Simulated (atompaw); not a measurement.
# What one change does to a pseudopotential (nickel (Ni), PAW (atompaw))

atompaw 4.2.0.5 input, output lines left out:

```
Ni 28
GGA-PBE scalarrelativistic loggrid 1500 logderivrange -3 5 201
4 4 3 0 0 0
4 0 1.5
4 1 0.5
3 2 8
0 0 0
c
c
c
v
c
c
v
v
2
2.20 1.75 2.05 1.55
y
2.45
n
y
4.55
n
y
-0.3
n
custom polynom vanderbiltortho besselshape
bessel
2.20
2.10
2.20
2.20
0.90
0.90
```

All-electron outer shells of the reference configuration (PBE, scalar-relativistic, ld1.x):

```csv
shell,level (eV),outermost node (bohr),outermost maximum (bohr)
3s,-112.11,0.30,0.64
3p,-72.44,0.27,0.65
3d,-9.90,–,0.63
4s,-6.31,0.92,2.21
4p,-1.71,1.00,3.10
```

Change: wave 4p channel at 4.55 Ry: rc 2.20 bohr becomes 4p channel at -0.08 Ry: rc 2.20 bohr.

Cutoffs: the cutoffs (Ry, on a coarse ladder) from which the occupation-weighted sum of valence levels, in a spherical-Bessel basis at the reference potential, stays within 10 and 1 mRy of its value at 400 Ry; they do not see the model core or the augmentation charge, which bear on the density cutoff.

What does the change do?

The potential gets neither clearly harder nor softer (180 Ry and 300 Ry → 180 Ry and 300 Ry); a bound ghost appears in p, which as a rule spoils a file.

| quantity | base | changed |
| --- | --- | --- |
| cutoff, loose | 180 Ry | 180 Ry |
| cutoff, tight | 300 Ry | 300 Ry |
| loose cutoff by channel (10 mRy a level) | s 6 Ry, p 6 Ry, d 110 Ry | s 6 Ry, p 12 Ry, d 110 Ry |
| bound ghosts | none | p |
| s: phases at 2.22 bohr within 0.05 rad from the reference energy up to (Ry; the scan ends near 5) | to the end of the scan | to the end of the scan |
| p: phases at 2.22 bohr within 0.05 rad from the reference energy up to (Ry; the scan ends near 5) | to the end of the scan | to the end of the scan |
| d: phases at 2.22 bohr within 0.05 rad from the reference energy up to (Ry; the scan ends near 5) | to the end of the scan | to the end of the scan |
| lowest overlap eigenvalue by channel | s 0.37, p 0.42, d 1.00 | s 0.37, p 0.60, d 1.00 |

 A true bound ghost makes a file unfit for plane-wave use even where its test errors are small: the radial tests pick states by their node count and pass the ghost by. The cutoffs see the waves, projectors and local potential, not the compensation charge or the core.
